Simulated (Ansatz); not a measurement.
The same atomization along the group Mg, Zn, Cd.

Isolated molecules relaxed with PBE0-D4/def2-TZVP in Ansatz; ΔE leaves out vibrations. CCSD(T)/CBS adds triple-zeta CCSD(T) − MP2 to the extrapolated MP2 energy (def2 sets, frozen cores). This one scheme is used for every species, atoms too. DFT in def2-TZVPP. No spin–orbit coupling; open shells (•) take unrestricted orbitals. Spin–orbit coupling would lower the free atoms: a little for C. def2 core potentials past Kr. Bonds to Cd, Mg, Zn are less sure, by a few kJ/mol each and by 10 to 20 or more in all where they break to atoms, as the def2 sets lack core-valence functions. Scalar relativity is left out up to krypton. One conformer a species, not always the lowest.

```
                                        reaction  CCSD(T)/CBS(def2) (eV)
`C[CH2][Mg][NH2]` → 2 C• + 7 H• + Mg (atom) + N•                       ?
`C[CH2][Zn][NH2]` → 2 C• + 7 H• + Zn (atom) + N•                   38.41
`C[CH2][Cd][NH2]` → 2 C• + 7 H• + Cd (atom) + N•                   37.45
```

(1) Fill in the missing values. (An estimate is asked.)

Largest T1 diagnostic: 0.017, for Zn (atom).

## Answers

(1) The calculation gave: `C[CH2][Mg][NH2]` → 2 C• + 7 H• + Mg (atom) + N•: +38.91 eV.

For atomizations the MP2-based limit and the directly extrapolated one differ by several kJ/mol either way, and by 10 to 25 for some Ge, Se and Sn compounds, so smaller differences from it don't rank the levels.
